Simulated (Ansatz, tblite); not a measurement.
Isomers of Li9⁻ (singlet), found by a short tight-binding search and relaxed with r2SCAN/def2-TZVPD in Ansatz.

The xTB rows come from tblite. Correlated methods freeze no core orbitals; core or outer-core shells of Li are correlated, in sets that lack core-valence functions.

Run but left out: HF/def2-TZVPPD (A: restricted singlet, unstable towards broken spin symmetry).

A: The restricted singlet is unstable towards broken spin symmetry in Hartree–Fock (as tested in another run); at PBE/def2-TZVPD, r2SCAN/def2-TZVPD, PBE0/def2-TZVPD, r2SCAN0/def2-TZVPD and others this wasn't settled. At CCSD(T)/def2-TZVPPD the restricted singlet (for correlated methods, its reference) is unstable: a solution with broken spin symmetry lies lower. B: The restricted singlet is unstable towards broken spin symmetry in Hartree–Fock (as tested in another run); at PBE/def2-TZVPD, r2SCAN/def2-TZVPD, PBE0/def2-TZVPD, r2SCAN0/def2-TZVPD and others this wasn't settled. At CCSD(T)/def2-TZVPPD T1 of the charge -1 singlet is large (up to 0.022), so the single-reference result is doubtful. At CCSD(T)/def2-TZVPPD the restricted singlet (for correlated methods, its reference) is unstable: a solution with broken spin symmetry lies lower. C: The restricted singlet is unstable towards broken spin symmetry in Hartree–Fock (as tested in another run); at PBE/def2-TZVPD, r2SCAN/def2-TZVPD, PBE0/def2-TZVPD, r2SCAN0/def2-TZVPD and others this wasn't settled. At CCSD(T)/def2-TZVPPD T1 of the charge -1 singlet is large (up to 0.021), so the single-reference result is doubtful. At CCSD(T)/def2-TZVPPD the restricted singlet (for correlated methods, its reference) is unstable: a solution with broken spin symmetry lies lower.

Other spin states weren't relaxed.

A:

```
atom    x (Å)    y (Å)    z (Å)
 Li1   1.4273  -3.3107   2.1562
 Li2  -2.2730   2.7501  -1.0188
 Li3   2.1603  -1.4751  -0.4267
 Li4   2.1860   0.8179  -2.8767
 Li5  -2.2093   0.4227   1.4012
 Li6   0.5046  -0.5741   1.8045
 Li7  -1.4474  -2.0682   3.3533
 Li8  -0.0483   0.8201  -0.9567
 Li9  -0.3001   2.6173  -3.4363
```

B:

```xyz
9

Li    1.2879   -0.5458   -1.2170
Li    1.3205    2.0230    0.1533
Li   -1.5796   -1.5216   -2.1853
Li   -3.6029   -0.4377    0.1118
Li   -1.1616    0.9276    1.8211
Li   -1.2152    1.0796   -1.0239
Li    4.1138    0.6165    0.0791
Li    1.6731   -0.5177    1.6733
Li   -0.8360   -1.6238    0.5876
```

C:

```tsv
atom	x (Å)	y (Å)	z (Å)
Li1	0.997	-1.698	-0.251
Li2	-0.627	2.721	0.791
Li3	-1.397	0.264	-0.406
Li4	3.259	-1.004	-2.347
Li5	-1.625	-1.947	1.345
Li6	0.366	0.186	2.009
Li7	-2.698	0.870	2.298
Li8	0.168	-0.442	-2.813
Li9	1.556	1.051	-0.627
```

Q: Estimate which lies lowest at each level, and how far above it the others are (kcal/mol).

A: 
| level | A | B | C |
| --- | --- | --- | --- |
| GFN1-xTB | 36.7 | 0.0 | 0.8 |
| PBE/def2-TZVPD | 24.1 | 0.0 | 1.1 |
| r2SCAN/def2-TZVPD | 25.5 | 0.0 | 0.9 |
| PBE0/def2-TZVPD | 23.0 | 0.0 | 1.0 |
| r2SCAN0/def2-TZVPD | 24.5 | 0.0 | 0.9 |
| ωB97M-V/def2-TZVPD | 22.7 | 0.0 | 0.5 |
| MP2/def2-TZVPPD | 26.3 | 0.0 | 1.2 |
| CCSD/def2-TZVPPD | 17.5 | 0.0 | 1.0 |
| CCSD(T)/def2-TZVPPD | 21.8 | 0.0 | 1.3 |
Point groups (tolerance 0.1 Å): A Cs, B Cs, C not assigned. Lower isomers may exist.
